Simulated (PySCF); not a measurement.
CH6O3Sn, SMILES [CH3][Sn]([OH])([OH])[OH] (connectivity only; charge and spin as stated), charge +1, multiplicity 2.

Coordinates come from a B3LYP-D3(BJ)/def2-SVP optimisation. The def2 effective core potentials stand for the cores of Sn; spin–orbit coupling is left out. One conformer was computed; it need not be the lowest.

Two levels are set side by side: PBE/def2-TZVP (PySCF) and B3LYP/def2-TZVP (PySCF). Same geometry, gas phase. Differences are taken from unrounded values.

```
quantity                      PBE
---------------------------  ----
α-spin orbital gap (eV)      4.19
β-spin orbital gap (eV)      1.20
mean polarisability (bohr³)  71.6
```

Problem. These are the PBE values. What does B3LYP give? (An estimate is asked for; the answer gives what the named calculation found.)

Solution. 
```csv
quantity,B3LYP,PBE minus B3LYP
α-spin orbital gap (eV),6.07,-1.88
β-spin orbital gap (eV),2.94,-1.74
mean polarisability (bohr³),67.2,4.5
```

PBE's more diffuse valence density responds more strongly to a field. Differences between two approximate levels are no errors against the true value.

Rough cost on one machine, each run with all the roots and properties that it gave: B3LYP against PBE within a factor of 2.
